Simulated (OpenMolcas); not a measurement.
Ionisation energies of caesium

```
Program             : OpenMolcas
Basis               : ANO-RCC-VDZP [7s6p3d1f]
Scalar Hamiltonian  : DKH2, point nucleus
Spin-orbit coupling : state interaction with AMFI integrals over the reference wave functions, term energies averaged over their components
```

Active shells in each charge state: the valence s, p, d shells, with orbitals averaged over the low states. Where CASPT2's correlated closed shells are named, they are those of the first ion.

A. CASSCF
B. SS-CASPT2, IPEA 0.25 Eh, imaginary shift 0.1 Eh (closed shells correlated: 5s 5p)
C. SS-CASPT2, IPEA 0.25 Eh, imaginary shift 0.1 Eh (closed shells correlated: 4d 5s 5p)
D. SS-CASPT2, IPEA 0.25 Eh, imaginary shift 0.1 Eh (closed shells correlated: none)
E. SS-CASPT2, IPEA 0 Eh, imaginary shift 0.1 Eh (closed shells correlated: 5s 5p)

Energies in eV between the lowest computed levels, named as in B; reference values from the NIST Atomic Spectra Database with their kind.

```tsv
From	To	A	B	C	D	E	Spin-orbit share in B	Reference
Cs 6s ²S_1/2	Cs+ 5p⁶ ¹S₀	3.467	3.613	3.631	3.467	3.631	+0.000	3.894 (measured)
```

Error against the reference values, in %:

```tsv
From	Reference	A	B	C	D	E
Cs	measured	-11.0	-7.2	-6.8	-11.0	-6.8
```

Absolute error against the one measured value: A 0.43 eV, B 0.28 eV, C 0.26 eV, D 0.43 eV, E 0.26 eV.

The lowest level within the active space need not be the ion's true ground level.
